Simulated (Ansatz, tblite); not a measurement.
Isomers of Ge5H4⁺ (doublet), found by a short tight-binding search and relaxed with r2SCAN-D4/def2-SVP in Ansatz.

The xTB rows come from tblite.

Run but left out: HF/def2-TZVP, PBE-QIDH/def2-TZVP, MP2/def2-TZVP (A: ⟨S²⟩ 1.00 to 1.45, where a pure state has 0.75).

Other spin states weren't relaxed.

A:

Cartesian coordinates in Å:
```
Ge -0.067 -0.208 2.177
Ge -1.934 -0.267 -0.965
Ge 1.322 0.766 0.551
Ge -0.898 -1.861 0.575
Ge 0.124 0.754 -1.450
H -2.814 -0.616 -2.178
H 0.620 -0.531 3.516
H 2.839 0.987 0.579
H 0.808 0.977 -2.805
```

B:

```xyz
9

Ge   -1.246    1.512    0.093
Ge   -1.020   -0.415   -1.458
Ge    1.207   -1.016    0.075
Ge    1.288   -1.028   -2.390
Ge    0.326    0.565    1.562
H     0.380    0.431   -2.277
H     0.165    0.284    3.066
H    -2.579    2.060    0.629
H     1.477   -2.394    0.699
```

C:

```xyz
9

Ge    1.5768    0.6710    0.9254
Ge   -0.7485   -1.4957   -0.2150
Ge   -0.3000   -0.5099    2.0044
Ge    1.1249    0.1647   -1.5094
Ge   -0.7546    0.9805   -0.0910
H     2.1189    2.0254    1.4117
H    -1.8766    1.9410   -0.4566
H    -1.8401   -2.1489   -1.0606
H     0.6991   -1.6281   -1.0089
```

Q: Estimate which lies lowest at each level, and how far above it the others are (kJ/mol).

A: 
```csv
level,A,B,C
GFN1-xTB,8.2,10.5,0.0
GFN2-xTB,48.8,8.3,0.0
PBE-D4/def2-TZVP,61.0,59.9,0.0
r2SCAN-D4/def2-TZVP,58.3,65.7,0.0
PBE0-D4/def2-TZVP,61.8,70.9,0.0
```
Point groups (tolerance 0.1 Å): A not assigned, B not assigned, C not assigned. Lower isomers may exist.
